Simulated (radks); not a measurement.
Values are calculated unless marked as measured or tabulated.
Q: These are the eigenvalues of the occupied orbitals of an atom or ion with whole-number occupations (Ry). Code: a radial shooting solver on a logarithmic mesh with Libxc functionals. Model: non-relativistic Kohn-Sham, LDA (Slater exchange, Perdew-Wang correlation), spin-unpolarised, spherical densities, point nucleus.

orbital  eigenvalue
1s        -3366.123
2s        -551.9520
2p        -525.8815
3s        -137.8347
3p        -126.2636
3d        -104.6243
4s        -43.08615
4p        -38.52592
4d        -30.36171
4f        -20.23222
5s        -19.15261

Which element is it, and in what charge state? The configuration may be excited.

A: Z = 63, europium, charge +14: Eu14+ in [Kr] 4d10 4f2 5s1. The list shows which subshells hold electrons but not how many an open one holds; the 1s level, -1683.1 hartree, gives Z - s = 58.0 by -(Z - s)^2/2, which with screening narrows Z to a few neighbours, and the depths of the outer levels then fix element, charge and occupations together.
